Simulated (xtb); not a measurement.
Sn(NH2)(SH) (H₃NSSn), SMILES [Sn]([SH])[NH2] (connectivity only; charge and spin as stated), neutral, multiplicity 1. All values are semi-empirical tight-binding results from xtb (GFN2-xTB unless named), good for trends rather than for accurate numbers. The structure is a stationary point at GFN2-xTB. Other conformers were not sampled.

Optimised geometry:

Bonded distances (Å): Sn1–N2 2.031, Sn1–S5 2.450, N2–H3 1.010, N2–H4 1.011, S5–H6 1.327. Angles (°): N2–Sn1–S5 93.9, Sn1–N2–H3 126.3, Sn1–N2–H4 126.1, H3–N2–H4 107.6, Sn1–S5–H6 97.4.
Charge 0, spin multiplicity 1.

For metal compounds this method's bond lengths and energies can be far off.

Problem. Estimate the properties. (An estimate is asked for; the answer gives what the named calculation found.)

Solution. 
```
Quantity                                       Value
-------------------------------------  -------------
point group as xtb finds it                       Cs
orbital gap                                  3.27 eV
zero-point energy                      19.8 kcal/mol
G − E(el) at 298.15 K (modified RRHO)   0.8 kcal/mol
```

Problem. Give the atomic charges and the Wiberg bond orders between heavy atoms. (An estimate is asked for; the answer gives what the named calculation found.)

Solution. charges (e) Sn1 0.32, N2 -0.42, H3 0.15, H4 0.17, S5 -0.40, H6 0.17. Bond orders Sn1–N2 1.34, Sn1–S5 1.17.
